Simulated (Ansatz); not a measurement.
A made-up structure of MgH₂Se, singlet:

Mg1  (-0.412, 1.037, -1.256)
Se2  (-0.085, -0.817, 0.274)
H3  (0.111, -1.980, 1.217)
H4  (0.492, 2.047, -0.197)
(Å)

It is relaxed with PBE-D4/def2-SVP and then PBE0-D4/def2-TZVP (Ansatz 0.2.0). Atoms count as bonded within 1.22 times the sum of their covalent radii (H–H: 0.88 Å). The end point is not checked to be a true minimum.

Does its bonding change? (Judge from chemistry; the calculation decides.)

The calculation gives: No: no bond forms or breaks.

Where it ends: The first stage lowers the energy by 1.93 eV in 12 steps. It ends as MgH₂Se ([MgH][SeH]):
```csv
atom,x (Å),y (Å),z (Å)
Mg1,0.1468,0.9008,-0.2088
Se2,0.3780,-1.0557,1.2061
H3,-0.4080,-1.8295,0.2318
H4,-0.0100,2.2721,-1.1912
```

Labels in which every atom is bracketed show which atoms are joined, not bond orders.

For scale, one of the runs: PBE0-D4/def2-TZVP relaxation, 92 basis functions, launched by `ansatz run in.yaml --threads 2 --pin off --events-out ev --progress --plain --max-ram 4352MiB`. Hardware: 2 CPU threads of an Intel Xeon Platinum 8259CL, shared host. Wall time about 8.5 s.
